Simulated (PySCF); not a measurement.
# SMILES C=C(C(=O)Br)C(F)(F)F, C₄H₂BrF₃O

Geometry (Å), atoms numbered from 1 in this order:
```xyz
11

C     0.6211    1.3132   -0.3115
C     0.1563    0.0971   -0.0464
C     0.9339   -1.1545   -0.0078
O     0.5336   -2.2411    0.2250
Br    2.8333   -0.9206   -0.3947
C    -1.3136   -0.1337    0.2635
F    -2.0162    1.0049    0.2194
F    -1.4907   -0.6481    1.4843
F    -1.8822   -0.9688   -0.6111
H    -0.0323    2.1704   -0.3142
H     1.6622    1.4839   -0.5323
```

Computed with GIAO HF/pcSseg-1 magnetisability, rotational g tensor and spin-rotation constants, non-relativistic, gas phase in PySCF 2.14.0. Geometry: GFN2-xTB.

The calculation is non-relativistic, which matters for the atoms heavier than Zn.

Task: How diamagnetic is it, and how anisotropic?

Result: Isotropic -1307 × 10⁻³⁰ J/T², or -78.7 × 10⁻⁶ cm³/mol; principal values -1493, -1283, -1145 × 10⁻³⁰ J/T², anisotropy 304 × 10⁻³⁰ J/T² (root of half the summed squared differences of the principal values). The susceptibility is in cgs units.

Task: Split it along the inertial axes a, b, c into diamagnetic and paramagnetic parts about the centre of mass, with the quadrupole moment.

Result: 
```csv
axis,χ (10⁻⁶ cm³/mol),diamagnetic (10⁻⁶ cm³/mol),paramagnetic (10⁻⁶ cm³/mol),summed x² of all electrons (Å²),quadrupole Θ (D Å)
a,-77.1,-529.4,452.3,392.0,-5.62
b,-69.1,-1807.9,1738.8,90.6,+5.07
c,-89.9,-2047.3,1957.4,34.2,+0.55
```
Anisotropies 2χaa − χbb − χcc = +4.8 and 2χbb − χaa − χcc = +28.8 × 10⁻⁶ cm³/mol. Θ is traceless in Buckingham's convention.

Task: And the rotational g tensor?

Result: 
```csv
axis,rotational constant (GHz),g,nuclear part,electronic part
a,2.6516,-0.0408,0.5226,-0.5634
b,0.5869,-0.0130,0.4664,-0.4794
c,0.5246,-0.0058,0.4765,-0.4824
```
Asymmetric top; isotopes 79Br, 12C, 19F, 1H, 16O; no vibrational averaging.
